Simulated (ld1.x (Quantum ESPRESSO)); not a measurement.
indium: excitation energies, all-electron against TM

```
Element                 : indium (In)
Generator               : ld1.x (Quantum ESPRESSO) 7.5
Type                    : norm-conserving Troullier–Martins (Kleinman–Bylander form)
Functional              : PBE
Relativity              : scalar-relativistic
Frozen core             : [Kr]
Valence charge          : 13
Reference configuration : 4d10 5s2 5p0 (charge +1)
Partial waves           : 5s (bound): rc 2.15 bohr; 5p (bound, empty): rc 2.15 bohr; 4d (bound): rc 1.85 bohr; 4f channel at 0.3 Ry: rc 2.25 bohr
Local potential         : all-electron potential smoothed inside 1.45 bohr (lloc = -2)
Core correction         : none
```

Energies are relative to the spin-unpolarised reference configuration 4d10 5s2 5p0; without spin polarisation the order of configurations can differ from experiment. Not all tests gave a result: 3 of 7 tests not solved or not reliable. Left out of the table: 4d10 5s1 5p0 (solver errors, printed error -4.6 eV); 4d9 5s2 5p2 (solver errors, printed error -1214 eV); 4d9 5s2 5p1 (solver errors, printed error -17.9 eV).

| valence configuration | charge | ΔE all-electron (eV) | error AE − PS (meV) |
| --- | --- | --- | --- |
| 4d10 5s2 5p1 | 0 | -5.363 | -1.5 |
| 4d10 5s0 5p0 | +3 | 47.555 | +65 |
| 4d10 5s2 5p0.5 | +0.5 | -3.423 | -0.2 |

(1) What are ΔE and the potential's error for 4d10 5s1 5p1?

Levels in the configuration 4d10 5s2 5p1:

```csv
level,all-electron (eV),pseudo (eV)
4d,-18.623,-18.553
5s,-8.211,-8.192
5p,-2.519,-2.515
```

Note: ghost state, extra bound levels that the all-electron valence spectrum of the same l lacks: s at -18.9 eV. A true bound ghost makes a file unfit for plane-wave use.

Answers

(1) ΔE = 6.593 eV all-electron; the error (AE − PS) is -0.4 meV.
